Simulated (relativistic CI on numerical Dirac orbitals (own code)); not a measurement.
**Mn2+ in a cubic cluster: 2p photoemission with charge transfer**

Computed with a charge-transfer multiplet model of a cubic metal-ligand cluster with up to one ligand hole, Slater and spin-orbit integrals from Dirac-Coulomb-Breit ions, Slater integrals scaled by 0.9. The ground state mixes d5 with configurations of k ligand holes L, whose averages lie at kΔ + k(k − 1)U_dd/2; a core hole lowers each added d electron by U_cd. 300 K, Lorentzian 0.6 eV and Gaussian 0.8 eV FWHM.

Atomic integrals in eV (Slater integrals scaled, ζ unscaled), ground: F2dd 9.229, F4dd 5.732, zeta_d 0.037; with the core hole: F2dd 10.932, F4dd 6.843, zeta_d 0.060, zeta_core 6.788, F2cd 6.321, G1cd 4.735, G3cd 2.690.

Cluster parameters (eV): U_dd = 5.6, U_cd = 6.9, 10Dq = 1.4, 10Dq(ligand) = 0.3, V(eg) = 1.6, V(t2g) = -0.85, final-state hopping factor = 0.9.

| Case | n_d | d5 | d6L | S |
| --- | --- | --- | --- | --- |
| Δ = 3.7 eV | 5.12 | 0.88 | 0.12 | 2.50 |
| Δ = 4.7 eV | 5.10 | 0.90 | 0.10 | 2.50 |
| Δ = 6.7 eV | 5.07 | 0.93 | 0.07 | 2.50 |

Weights, n_d and S are thermal averages at 300 K. Binding energies count from the first peak over 30 % of the highest in each spectrum, which can be another peak from case to case. The parameters are a model scan and need not match a compound or its usual spin state. Peaks in eV (height, largest 100):
- Δ = 3.7 eV: 0.0 (100), 1.0 (78), 5.0 (33), 6.3 (30), 12.1 (45), 13.4 (43), 17.3 (14), 18.2 (15)
- Δ = 4.7 eV: 0.0 (100), 1.1 (79), 5.3 (26), 6.6 (23), 12.2 (44), 13.4 (43), 17.2 (11), 18.3 (10)
- Δ = 6.7 eV: 0.0 (100), 1.2 (83), 4.6 (16), 6.4 (18), 12.4 (42), 13.6 (46), 16.8 (8)

Curve for Δ = 3.7 eV (points under 2 left out, the grid thinned):

```tsv
E (eV)	Intensity
-3.6	2.0
-3.0	2.7
-2.4	4.1
-1.8	7.1
-1.2	16.9
-0.7	48.5
-0.1	99.7
0.5	80.5
1.1	78.3
1.7	74.2
2.3	57.6
2.9	38.3
3.5	29.4
4.1	25.6
4.6	30.3
5.2	32.4
5.8	27.5
6.4	29.6
7.0	25.4
7.6	18.9
8.2	12.5
8.8	10.1
9.4	10.8
9.9	13.0
10.5	15.2
11.1	21.0
11.7	38.0
12.3	44.2
12.9	40.5
13.5	42.6
14.1	30.3
14.6	20.5
15.2	16.5
15.8	13.5
16.4	12.2
17.0	13.9
17.6	13.9
18.2	14.6
18.8	10.6
19.4	5.4
19.9	3.6
20.5	2.8
21.1	2.5
21.7	2.3
22.3	2.0
```

For the case Δ = 4.7 eV, Δ = 4.7 eV is smaller than U_dd = 5.6 eV, the charge-transfer side of the Zaanen-Sawatzky-Allen scheme. With the core hole the configuration with one ligand hole lies at Δ − U_cd = -3.2, -2.2, -0.2 eV from the one without, in the order of the table; where this is negative the screened configuration lies lower, though the effective hopping of about 2.4 eV (from the holes of the mixed ground state) mixes the two strongly wherever it is as large as the gap.

With at most 1 ligand hole the space is cut while the next configuration still counts, so covalency is underestimated, and a final configuration with one more ligand hole, which can lie low, is missing from the spectra.
